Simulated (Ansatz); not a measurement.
Relaxation of GaH$_{5}$N$_{2}$ (8 atoms, charge 0, multiplicity 1), to a largest force component of 0.02 eV/Å in at most 40 steps.

The calculation used RKS BLYP-D4/def2-SVP (Ansatz 0.2.0).

```xyz
8
Properties=species:S:1:pos:R:3
Ga 0.000 0.000 0.000
H 0.000 0.000 1.570
N 1.671 0.000 -0.965
H 2.138 -0.918 -1.217
H 2.123 0.918 -1.243
N -1.671 0.000 -0.965
H -2.340 -0.816 -0.866
H -1.920 0.816 -1.594
```

**Question.** Where does it end, and by what steps?

**Answer.** The forces met the threshold. The force dipped under the threshold on the way, but the program's further checks kept it going. After 12 steps the energy has fallen by 1.147 eV; H4 moved furthest, 1.39 Å.

```tsv
step	energy less start (eV)	largest force component (eV/Å)	accepted
0	0.0000	1.634	yes
1	-0.3690	1.127	yes
2	-0.5887	0.804	yes
3	-0.7066	0.802	yes
4	-0.8042	0.724	yes
5	-0.8902	0.556	yes
6	-0.9770	0.533	yes
7	-1.0596	0.387	yes
8	-1.1194	0.225	yes
9	-1.1446	0.068	yes
10	-1.1472	0.015	yes
11	-1.1470	0.123	no
12	-1.1475	0.016	yes
```

```xyz
8
Properties=species:S:1:pos:R:3
Ga -0.002 0.039 0.015
H -0.009 0.135 1.576
N 1.566 0.016 -0.949
H 1.598 0.121 -1.965
H 2.460 0.279 -0.529
N -1.561 -0.061 -0.956
H -2.464 -0.255 -0.517
H -1.589 -0.274 -1.956
```

Whether the end is a true minimum wasn't checked by a vibrational analysis.

The run took 32 s on 1 thread of Arm Neoverse V2, with other jobs on the host, peak memory 0.12 GiB.
